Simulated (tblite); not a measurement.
Compound: C7H9OP.
Numbering: `[CH2:1]=[CH:2][P:3](=[O:4])([C:5]#[C:6][CH3:7])[CH:8]=[CH2:9]` (hydrogens: H10, H11 on C1; H12 on C2; H13, H14, H15 on C7; H16 on C8; H17, H18 on C9)

Structure optimised with GFN2-xTB, isolated species.

Give the optimised bond lengths and angles.

| bond | length (bohr) | order |
| --- | --- | --- |
| C1=C2, C8=C9 | 2.496 | double |
| C2–P3, P3–C8 | 3.430 | single |
| P3=O4 | 2.768 | double |
| P3–C5 | 3.350 | single |
| C5≡C6 | 2.276 | triple |
| C6–C7 | 2.726 | single |
| C1–H10, C9–H17 | 2.038 | single |
| C1–H11, C9–H18 | 2.039 | single |
| C2–H12, C8–H16 | 2.041 | single |
| C7–H13, C7–H14, C7–H15 | 2.059 | single |

Bonds in one row agree within 0.02 bohr and their mean is given. Orders are formal, as drawn. A selection of angles:
| angle | degrees |
| --- | --- |
| C1–C2–P3 | 118.6 |
| C2–P3–O4 | 114.9 |
| C2–P3–C5 | 102.9 |
| C2–P3–C8 | 104.6 |
| O4–P3–C5 | 115.1 |
| P3–C5–C6 | 175.8 |
| C5–C6–C7 | 178.9 |

Dihedral angles: C1–C2–P3–O4 -3° (synperiplanar); C2–P3–C8–C9 -123° (anticlinal). The mirror-image conformer, all signs reversed, is as good.

P3 (phosphoryl phosphorus) is distorted tetrahedral (angles from 102.9° to 115.1°). The 3 C–P bonds span 1.773 Å (P3–C5, drawn single) to 1.815 Å (C2–P3, drawn single), a spread of 0.042 Å. Of the pairs four or more bonds apart, O4···H11 is among the closest relative to their van der Waals radii: 2.61 Å, 96 % of the sum of Bondi's values. The 4 C–C bonds span 1.204 Å (C5≡C6, drawn triple) to 1.443 Å (C6–C7, drawn single), a spread of 0.239 Å.

Point group: near Cs, missed by 0.20 Å at most; the miss may be what the optimiser left on a soft mode. GFN2-xTB frequencies show an imaginary mode (20i cm⁻¹), so the point is no minimum at that level.

These are computed values.
